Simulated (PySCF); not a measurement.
Computed shifts of a molecule CH11N3Si2, PBE/pcSseg-1 (PySCF), GIAO, gas phase, atoms alike by connectivity averaged where their shifts nearly agree, in ppm (number of nuclei): ¹⁵N: 31.1 (1), 5.8 (1), 2.4 (1). ¹³C: 41.2 (1). ²⁹Si: -32.6 (1), -60.3 (1). ¹H: 5.30 (1), 5.19 (1), 4.94 (1), 2.84 (1), 2.28 (1), 0.78 (1), 0.76 (2), 0.27 (1), 0.26 (1), 0.05 (1). References: ¹⁵N against NH3 (σ = 267.0 ppm); ¹³C against TMS (σ = 182.0 ppm); ²⁹Si against TMS (σ = 335.4 ppm); ¹H against TMS (σ = 31.49 ppm), references at their B3LYP-D3(BJ)/def2-TZVP geometries, non-relativistic. The structure is a stationary point at ωB97X-D3(BJ)/def2-SVP. The values are those of a single conformer.

### Question
Which structure fits?
(A) NC[Si@H](N)[SiH2]N
(B) C[SiH2]N[SiH](N)N
(C) CN([SiH3])[SiH](N)N
(D) NC[Si@H](N)N[SiH3]

### Answer
A, NC[Si@H](N)[SiH2]N
